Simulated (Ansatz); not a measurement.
Start from `CC[Se][SiH3]` and change one element to get `CCO[SiH3]`.

Ansatz, PBE0-D4/def2-TZVP geometries, multiplicity 1. Each molecule was computed in one conformer, which needn't be the lowest.

Scalar relativity is left out up to krypton.

| property | `CC[Se][SiH3]` |
| --- | --- |
| zero-point energy (PBE0-D4/def2-TZVP) / kJ/mol | 240.2 |
| size of the dipole moment (B3LYP/def2-TZVPP) / D | 1.51 |
| HOMO energy (ωB97M-V/def2-TZVPP) / eV | -8.72 |
| size of the dipole moment (ωB97M-V/def2-TZVPP) / D | 1.50 |
| LUMO energy (PBE0/def2-TZVPP) / eV | -0.09 |
| LUMO energy (B3LYP/def2-TZVPP) / eV | -0.31 |

(1) Give the same properties after the change, and the shifts. (Best estimate.)

## Answers

(1) The calculation gave: 
| property | `CCO[SiH3]` | shift |
| --- | --- | --- |
| zero-point energy (PBE0-D4/def2-TZVP) / kJ/mol | 250.9 | 10.7 |
| size of the dipole moment (B3LYP/def2-TZVPP) / D | 1.12 | -0.39 |
| HOMO energy (ωB97M-V/def2-TZVPP) / eV | -10.47 | -1.75 |
| size of the dipole moment (ωB97M-V/def2-TZVPP) / D | 1.13 | -0.37 |
| LUMO energy (PBE0/def2-TZVPP) / eV | 0.36 | 0.45 |
| LUMO energy (B3LYP/def2-TZVPP) / eV | 0.13 | 0.44 |

With PBE0 the HOMO falls by 1.54 eV and the LUMO rises by 0.45 eV, so the gap widens by about 1.99 eV. PBE moves the HOMO by -1.16 eV and ωB97M-V by -1.75 eV. Dipoles are sizes alone; their direction can turn.

B3LYP here is the variant with VWN-RPA as its local correlation; programs differ in this.

Spin–orbit coupling is left out; it splits and shifts lone-pair levels of the heavy atoms by tenths of an eV.
